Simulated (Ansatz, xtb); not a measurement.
## FH3NPSe: 6 structures ranked

6 gas-phase structures of FH3NPSe, found in a search over its isomers (lower ones may exist). Each was relaxed with GFN2-xTB; where two conformers were screened, the lower at r2SCAN-D4/def2-SVP is listed:

A. `NP[Se]F`, a singlet
B. `N[P@H](F)=[Se]`, a singlet
C. `N[Se]PF`, a singlet
D. `NP(F)[SeH]`, a singlet
E. `N=[P@H](F)[SeH]`, a singlet
F. `FPN[SeH]`, a singlet

**Question.** Make a reasoned guess at their ranking by r2SCAN-D4/def2-SVP single-point energy.

**Answer.** Calculated order at r2SCAN-D4/def2-SVP: B (0.0), D (8.8), E (28.4), C (32.9), F (35.8), A (43.1) kcal/mol.

Energies above the lowest of each column, in kcal/mol; the last columns are at B3LYP-D3(BJ)/def2-SVP geometries and were run for some of them only (a dash: not run or not comparable):

| structure | GFN2-xTB | HF/STO-3G | r2SCAN-D4/def2-SVP | B3LYP-D3(BJ)/def2-SVP | CCSD(T)/def2-TZVP |
| --- | --- | --- | --- | --- | --- |
| B | 0.0 | 39.3 | 0.0 | 0.0 | 0.0 |
| D | 5.2 | 0.0 | 8.8 | 3.0 | 10.3 |
| E | 24.6 | 93.2 | 28.4 | – | – |
| C | 20.8 | 13.0 | 32.9 | – | – |
| F | 27.1 | 21.8 | 35.8 | – | – |
| A | 28.9 | 25.3 | 43.1 | – | – |

CCSD(T)/def2-TZVP puts B lowest of those it was run on; HF/STO-3G picks D. Flexible structures stand in one conformer each, not always the lowest. Frequencies (B3LYP-D3(BJ)/def2-SVP) were run for B, D alone.

Over these structures GFN2-xTB departs from r2SCAN-D4/def2-SVP by 4.6 kcal/mol on average once a common shift is removed. A GFN2-xTB relaxation took about 0.14 s and the r2SCAN-D4/def2-SVP energy about 1.9 s on a shared host (Ansatz 0.2.0, xtb 6.7.1).
